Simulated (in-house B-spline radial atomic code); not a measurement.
## PBE excitations of Xe VII (Xe6+)

Method: PBE. Computed with an all-electron radial atomic-structure program (B-spline basis): linear response of the closed shell [Kr] 4d10 5s2 with the functional's adiabatic kernel; scalar-relativistic (spin-free one-electron X2C), finite nucleus, no spin-orbit coupling, no double excitations, S, P, D and F terms only; shells from n = 3 respond. Only terms of natural parity with L up to 3 were computed.

Command:
```bash
python run_td.py task.json out
```
Settings (radii: box in bohr, nucleus in fm):
```
Z                        54
electrons                48
configuration            [Kr] 4d10 5s2
hamiltonian              x2c
method                   pbe,pbe
box_radius               14.35
rms_radius               4.7859
intervals                70
```

Run time, properties included: 2.7 s on 1 thread of Arm Neoverse N1 (shared host).

The lowest states, in the order of their Tamm-Dancoff energies; the method's threshold (minus the highest occupied level) is 86.12 eV. Labels give the largest channel, * marks a mixed state, and oscillator strengths are full-response dipole values. Semilocal kernels can invert the small singlet-triplet splittings of Rydberg terms. Energies in eV:

```
     state  full response  Tamm-Dancoff  oscillator strength
5s → 5p 3P              ?             ?                    -
5s → 5p 1P         18.017        18.665                 1.57
5s → 4f 3F          32.52         32.57                    -
5s → 4f 1F          33.64         33.65                    -
5s → 5d 3D          35.20         35.23                    -
5s → 5d 1D          36.66         36.70                    -
5s → 6s 3S          43.73         43.74                    -
5s → 6s 1S          44.67         44.71                    -
5s → 6p 3P          49.60         49.60                    -
5s → 6p 1P          49.98         50.02                0.107
5s → 5f 3F              ?             ?                    -
5s → 5f 1F          56.32         56.33                    -
5s → 6d 3D          58.31         58.31                    -
5s → 6d 1D          58.63         58.64                    -
5s → 7s 3S          61.52         61.52                    -
5s → 7s 1S          61.77         61.78                    -
```

(1) Where does 5s → 5p 3P lie?

(2) Where does 5s → 5f 3F lie?

(3) How large is the singlet-triplet splitting of 5s → 5p (P terms) in Tamm-Dancoff?

(4) What polarisabilities and dispersion coefficient does the method give?

Results:

(1) At 13.724 eV in full response, 13.815 eV in Tamm-Dancoff.

(2) At 56.25 eV in full response, 56.26 eV in Tamm-Dancoff.

(3) 4.85 eV, from the unrounded values.

(4) Dipole 4.586 bohr³, quadrupole 7.435 bohr⁵, C6 15.05 hartree·bohr⁶ for two such species.
